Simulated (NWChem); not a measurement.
Molecule: C$_{5}$H$_{5}$N; SMILES N#CC1=CCC1

```xyz
11

N      0.0171    -2.7229     0.0000
C     -0.0313    -1.5632     0.0000
C     -0.0562    -0.1435     0.0000
C     -1.0450     0.7740     0.0000
C     -0.0978     1.9429     0.0000
C      1.0502     0.8911     0.0000
H     -2.1345     0.6925     0.0000
H     -0.1410     2.5875     0.8933
H     -0.1410     2.5875    -0.8933
H      1.6894     0.8928     0.8964
H      1.6894     0.8928    -0.8964
```
Atoms are numbered in this order, from 1.

Program: NWChem. Structure relaxed at the PBE0/def2-SVP level.

For level B3PW91/def2-SVP:

| Item | Value |
|---|---|
| highest occupied level (eV) | -7.57 |
| orbital gap (eV) | 6.01 |
| dipole (D) | 4.31 |

Question: How do the values read with level PBE/def2-SVP instead?

Answer: 
| Item | Value |
|---|---|
| highest occupied level (eV) | -6.62 |
| orbital gap (eV) | 4.38 |
| dipole (D) | 4.17 |
